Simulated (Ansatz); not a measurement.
`O=COC[SiH2]Cl`. The species carries charge 0 and has multiplicity 1.

```tsv
atom	x (Å)	y (Å)	z (Å)
O1	-1.398	0.766	1.568
C2	-0.304	1.242	1.481
O3	0.747	0.675	0.892
C4	0.520	-0.625	0.327
Si5	-0.206	-0.551	-1.414
Cl6	1.235	0.134	-2.709
H7	-0.008	2.222	1.881
H8	-0.146	-1.202	0.975
H9	1.498	-1.109	0.304
H10	-1.356	0.374	-1.486
H11	-0.582	-1.926	-1.820
```

(1) List the harmonic frequencies (cm⁻¹, unscaled) at PBE0-D4/def2-TZVP in Ansatz. (An estimate is asked.)

(2) Is this a minimum?

(3) Give the ideal-gas thermochemistry at 298.15 K and 1 bar (rigid rotor, harmonic oscillator; point group C1, symmetry number 1).

(4) Rotational constants (cm⁻¹)?

Results:

(1) Ansatz gave: 32, 54, 131, 221, 327, 379, 529, 555, 669, 690, 758, 827, 902, 938, 967, 1045, 1210, 1289, 1312, 1395, 1436, 1824, 2246, 2275, 3064, 3070, 3139.

(2) Yes, all 27 modes are real.

(3) Zero-point energy 187.1 kJ/mol; H(298) − E = 209.2 kJ/mol; entropy 372.9 J/(mol·K), of which translation 169.0, rotation 118.6, vibration 85.2; G(298) − E = 98.1 kJ/mol. Modes under 100 cm⁻¹ are hindered rotations or soft bends, so the harmonic entropy is rough.

(4) 0.1761, 0.03709, 0.03492.
